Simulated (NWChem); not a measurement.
System: MgSiH4Se; SMILES [SeH][Mg][SiH3]

NWChem input:

```
start job
memory heap 200 mb stack 900 mb global 1100 mb
geometry units angstroms noautosym nocenter noautoz
  Mg    -0.231093    -0.267732    -0.008693
  Se    -0.054473     2.166933    -0.008760
  H      1.415756     2.052106     0.005616
  Si    -0.443162    -2.833711    -0.008778
  H     -1.198633    -3.348128    -1.200328
  H     -1.161115    -3.351651     1.204116
  H      0.894736    -3.515831    -0.030609
end
basis spherical
  * library def2-svp
end
dft
  xc xcamb88 1.00 lyp 0.81 vwn_5 0.19 hfexch 1.00
  cam 0.33 cam_alpha 0.19 cam_beta 0.46
  iterations 150
end
property
  efieldgrad
end
task dft property
```

All runs use the structure optimised with PBE0/def2-SVP.

Vzz is the largest principal value of the second derivative of the potential at the nucleus (NWChem prints the opposite sign); η is the asymmetry. Non-relativistic.

Atoms are numbered as in the input.

### Question
Predict the main results of this run. (CAM-B3LYP/def2-SVP.) Quantities: Vzz Mg1 (a.u.); η Mg1; Vzz Se2 (a.u.); η Se2.

### Answer
| Property | Value |
|---|---|
| Vzz Mg1 (a.u.) | -0.821 |
| η Mg1 | 0.12 |
| Vzz Se2 (a.u.) | 4.084 |
| η Se2 | 0.63 |
